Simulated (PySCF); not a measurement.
CsBr, SMILES [Br][Cs].

The structure is a stationary point at PBE0-D3(BJ)/def2-TZVPD. The def2 effective core potentials stand for the cores of Cs; spin–orbit coupling is left out.

Two levels are set side by side: TDDFT-PBE/def2-TZVPD (PySCF) and TDDFT-CAM-B3LYP/def2-TZVPD (PySCF). Vertical, same geometry. The lowest singlet is HOMO−1→LUMO 100 % with PBE and HOMO→LUMO 87 % with the other functional; states are paired by order. Differences are taken from unrounded values.

```
quantity                               TDDFT-CAM-B3LYP  TDDFT-PBE  TDDFT-PBE minus TDDFT-CAM-B3LYP
-------------------------------------  ---------------  ---------  -------------------------------
lowest singlet excitation (eV)                    4.11       2.95                            -1.17
lowest triplet excitation (TDA) (eV)              4.08       2.92                            -1.16
first bright state (f over 0.05) (eV)             4.23       3.18                            -1.05
its oscillator strength                           0.06       0.07                             0.01
```

Functionals without exact exchange tend to place singlet excitations lower, as here. Differences between two approximate levels are no errors against the true value.

Rough cost on one machine, each run with all the roots and properties that it gave: TDDFT-CAM-B3LYP against TDDFT-PBE about 4 times.
